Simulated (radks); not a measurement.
Dipole-allowed excitations along the series with 68 electrons in [Xe] 4f14. All-electron calculation, scalar-relativistic Kohn-Sham, LB94 model potential, spin-polarised, spherical densities, finite nucleus; Fermi nuclear charge, rms radius of each element as measured or else 0.836 A^(1/3) + 0.57 fm. Program: a radial shooting solver on a logarithmic mesh with Libxc functionals. Time-dependent linear response with the Hartree and adiabatic LDA kernel, continuum included through the Sternheimer equations, no spin-orbit coupling, so fine structure and intercombination lines are absent. Lines are the poles of the dipole polarisability below minus the highest occupied eigenvalue, found on a grid refined at the orbital gaps; the lowest seven at most are given, and weak or close lines can be missed. The first line takes the name of the lowest orbital gap if no other gap lies below it; otherwise a line is named after a gap within 0.6 % of it, if that gap stands alone.

| species | -e(HOMO) (eV) | lowest orbital gap (eV) | first line (eV) | f | strongest line (eV) | its f | static alpha (bohr^3) |
|---|---|---|---|---|---|---|---|
| Ta5+ | 93.869 | 4f-5d 30.034 | 31.746 (4f-5d) | 0.121 | 49.565 (unassigned) | 4.72 | 2.498 |
| W6+ | 121.42 | 4f-5d 40.031 | 41.621 (4f-5d) | 0.0293 | 54.240 (unassigned) | 4.70 | 2.025 |
| Re7+ | 149.49 | 5p-5d 49.139 | 51.812 (unassigned) | 0.0944 | 60.073 (unassigned) | 5.32 | 1.679 |
